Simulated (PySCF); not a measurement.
This PySCF input asks for the NMR shieldings of `COC(=O)P(CP)C1CC1`, C₆H₁₂O₂P₂; the geometry comes from GFN2-xTB.

```python
import basis_set_exchange as bse
import numpy as np
from pyscf import gto, dft
from pyscf.prop import nmr

atoms = """
C     3.356479   -0.888312    0.281049
O     2.113756   -0.384325   -0.198277
C     1.487024    0.501070    0.568463
O     1.888963    0.923847    1.618806
P    -0.076865    1.014193   -0.288521
C    -0.889736    1.719528    1.228606
P    -2.638809    2.301541    0.969277
C    -0.848364   -0.653719   -0.307215
C    -0.567432   -1.554430   -1.477409
C    -1.915043   -0.933972   -1.330366
H     4.103474   -0.092515    0.300118
H     3.653466   -1.675393   -0.407052
H     3.235190   -1.283961    1.291205
H    -0.870213    0.994360    2.049925
H    -0.294709    2.583275    1.545601
H    -2.394457    2.918598   -0.257784
H    -3.089003    1.139604    0.340590
H    -0.959082   -1.118025    0.669616
H     0.079857   -1.181986   -2.257127
H    -0.455103   -2.611159   -1.286671
H    -2.181885   -0.142282   -2.015241
H    -2.747917   -1.556551   -1.038439
"""
names = dict.fromkeys(["C", "O", "P", "H"], "pcSseg-1")
basis = {el: gto.basis.parse(bse.get_basis(n, elements=[el], fmt="nwchem")) for el, n in names.items()}
mol = gto.M(atom=atoms, basis=basis, charge=0, verbose=0)
mf = dft.RKS(mol, xc="PBE0")
mf.grids.level = 2
mf.grids.alignment = dft.numint.BLKSIZE   # the property module wants whole blocks of grid points
mf.conv_tol = 1e-9
mf.kernel()

calc = nmr.RKS(mf)   # GIAO
C = mf.mo_coeff
Co = C[:, mf.mo_occ > 0]
resp = mf.gen_response(singlet=True, hermi=2)
def vind(x):   # induced exchange potential for any number of trial vectors
    d = np.einsum("pi,xij,qj->xpq", C, 2 * x.reshape(-1, C.shape[1], Co.shape[1]), Co, optimize=True)
    return np.einsum("xpq,pi,qj->xij", resp(d - d.transpose(0, 2, 1)), C, Co, optimize=True).ravel()
mo1, _ = nmr.rhf.solve_mo1(calc, with_cphf=vind)
sigma = calc.kernel(mo1)
for i, s in enumerate(sigma):   # ppm
    print("%2d %-2s %9.2f" % (i, mol.atom_pure_symbol(i), np.trace(s) / 3))
```

Task: What does it print?

Result: 
```
 0 C     133.65
 1 O     138.05
 2 C      -1.99
 3 O    -128.02
 4 P     332.69
 5 C     170.68
 6 P     509.27
 7 C     172.25
 8 C     182.25
 9 C     176.62
10 H      27.88
11 H      27.96
12 H      27.59
13 H      29.98
14 H      29.92
15 H      29.06
16 H      28.82
17 H      31.01
18 H      31.02
19 H      30.90
20 H      31.08
21 H      30.72
```

These numbers come from an equivalent density-fitted implementation of the same equations, which agrees with the script to about 0.01 ppm for H and up to a few tenths of a ppm for heavy atoms, so last digits may differ.

Size and cost of the density-fitted run: 244 basis functions, 65 s wall time on 1 thread of an Intel Xeon Platinum 8488C, shared host; peak memory 1.1 GiB.
